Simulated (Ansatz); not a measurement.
Computed with Ansatz on PBE0-D4/def2-TZVP structures; ΔE is electronic, products minus reactants. CCSD(T)/CBS adds triple-zeta CCSD(T) − MP2 to the extrapolated MP2 energy (def2 sets, frozen cores). This one scheme is used for every species. Functionals use def2-TZVPP. B3LYP here is the variant with VWN-RPA as its local correlation; programs differ in this. Each species was taken in one conformer, which may not be the lowest.

`OB(O)BS` + CH₃NH₂ → `CNBS` + `OBO`  (cleavage of the B–B bond)

| level | ΔE (kcal/mol) | difference from CCSD(T)/CBS |
| --- | --- | --- |
| B3LYP-D4 | -34.0 | -0.9 |
| ωB97X-V | -33.2 | -0.1 |
| ωB97M-V | -34.1 | -1.0 |
| B2PLYP | -34.4 | -1.3 |
| PBE0 | -32.9 | 0.2 |
| MP2/def2-TZVPP | -34.9 | -1.8 |
| SCS-MP2/def2-TZVPP | -34.7 | -1.6 |
| MP2/def2-QZVPP | -35.0 | -1.9 |
| HF/CBS(def2) | -36.2 | -3.1 |
| CCSD/CBS(def2) | -33.5 | -0.4 |
| CCSD(T)/CBS | -33.1 | 0 |

Largest T1 diagnostic among the species: 0.015.

From PBE to PBE0 (25 % exact exchange), in def2-TZVPP and without D4, ΔE moves by −0.9 kcal/mol. In def2-TZVPP, CCSD(T) changes the Hartree–Fock value by +2.9 kcal/mol (the triples alone add +0.3 kcal/mol) and MP2 by +1.1 kcal/mol.
